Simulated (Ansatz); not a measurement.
`C[CH2][SnH]([F])[F]` + silanol → `[F][SnH]([F])[O][SiH3]` + ethane at 298.15 K and 1 bar (ligand exchange at the Sn–C bond).

Program: Ansatz. Geometries: PBE0-D4/def2-TZVP. ΔE: electronic, gas phase. CCSD(T)/CBS is the MP2 limit (def2-TZVPP, def2-QZVPP) plus CCSD(T) − MP2 in def2-TZVPP, frozen cores. This one scheme is used for every species. def2 core potentials past Kr. For Sn outer-core shells are correlated without core-valence functions, which leaves a few kJ/mol of doubt a bond. Each species was taken in one conformer, which may not be the lowest.

```csv
species,CCSD(T)/CBS energy (Eh),H − E (kJ/mol),S (J/(mol·K))
`C[CH2][SnH]([F])[F]`,-493.39757,222.5,376.3
`O[SiH3]`,-366.69042,113.6,257.8
`[F][SnH]([F])[O][SiH3]`,-780.38706,129.9,403.5
`CC`,-79.71954,207.7,227.7
```

H − E and S are ideal-gas, rigid-rotor, harmonic terms from PBE0-D4/def2-TZVP, for one conformer and one mirror image of each species. 1 Eh = 2625.50 kJ/mol, R = 8.31446 J/(mol·K).

**Question.** By hand: ΔE, ΔH, ΔS and ΔG.

**Answer.** ΔE = (-780.38706) + (-79.71954) − (-493.39757) − (-366.69042) = -0.01861 Eh = -48.9 kJ/mol. Δ(H − E) = 129.9 + 207.7 − 222.5 − 113.6 = 1.5, so ΔH = -47.4 kJ/mol. ΔS = 403.5 + 227.7 − 376.3 − 257.8 = -2.9 J/(mol·K). ΔG = -47.4 − 298.15 × (-2.9)/1000 = -46.5 kJ/mol.

**Question.** By hand: the equilibrium constant, and the temperature at which ΔG would vanish if ΔH and ΔS stayed fixed.

**Answer.** log₁₀ K = −ΔG/(RT ln 10) = 8.1. ΔG = 0 at ΔH/ΔS = 16345 K, far beyond where these terms or the molecules hold.

The number of gas molecules stays the same, so ΔS is small and ΔH decides. A doubt of 5 kJ/mol in ΔE shifts log₁₀ K by 0.9 here. Other conformers and mirror images would add mixing entropy, several J/(mol·K) or more a flexible species. Modes under 60 cm⁻¹, often nearly free rotors, make the harmonic entropy too high. These are equilibria of isolated gas molecules and say nothing of rates. Largest T1 diagnostic: 0.014 (customary marks: 0.02 for closed shells, 0.045 for open ones).
